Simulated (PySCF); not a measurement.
# Static response to an electric field

C3H2F6.
Atom-mapped SMILES: `[F:1][CH2:2][C:3]([F:4])([F:5])[C:6]([F:7])([F:8])[F:9]` (hydrogens: H10, H11 on C2)

Geometry (GFN2-xTB, Å), atoms numbered from 1 in this order:
```xyz
11
C3H2F6 angstrom
F      1.2452    1.4378   -0.4952
C      1.2892    0.0889   -0.3536
C      0.0833   -0.4058    0.4541
F      0.0076   -1.7523    0.3382
F      0.2262   -0.1470    1.7701
C     -1.2695    0.1964   -0.0248
F     -1.4009    1.4631    0.3456
F     -1.3518    0.1439   -1.3569
F     -2.2984   -0.4852    0.4684
H      1.2649   -0.3636   -1.3511
H      2.2096   -0.1735    0.1791
```

Level: CAM-B3LYP/def2-SVPD (PySCF), static field, nuclei fixed, core orbitals frozen in the response. The polarisability tensor in these axes (au):

```
x   44.42  0.22 -0.67
y    0.22 42.57 -0.38
z   -0.67 -0.38 41.54
```

What are the eigenvalues, a third of the trace, and Δα (Δα² = ½Σ(αi − αj)² over the three pairs)?

Principal values 41.31, 42.61 and 44.61 au; mean 42.85 au = 6.35 Å³ = 7.06 × 10⁻⁴⁰ C²·m²/J; Δα = 2.88 au (7 % of the mean).

What is the dipole moment, and where does it point?

(1.81, -0.89, -0.82) D, 2.18 D in size, pointing from the negative to the positive side. Measured along this direction, the outermost atoms are F7 and F9 at the negative end and H11 at the positive end.

Give the eigenvalues of the traceless quadrupole moment Θ = ½Σq(3rr − r²1), origin at the centre of nuclear charge.

-6.59, -0.57, 7.16 D·Å. The values depend on the origin, since the dipole doesn't vanish. The electronic extent ⟨r²⟩ about the same centre is 947 bohr², a root-mean-square distance of 1.89 Å for the 74 electrons.

Find the Langevin capture rate constant for NH4+ (18.034 u) meeting this molecule (152.006 u), k = 2.342 × 10⁻⁹ cm³/s × √(α in Å³ / reduced mass in u).

The reduced mass is 16.12 u, so k = 1.47 × 10⁻⁹ cm³/s. The formula leaves out the permanent dipole, which adds to the capture rate.

Orientational against electronic polarisability at 250 K (dilute gas, rigid molecules)?

In Gaussian units μ²/3kT = 45.76 Å³ against 6.35 Å³, a ratio of 7.21; the Debye molar polarisation (4π/3)N_A(α + μ²/3kT) is 131.4 cm³/mol, leaving out the vibrational part.

The structure is a single GFN2-xTB conformer in the gas phase; no vibrational or solvent corrections.
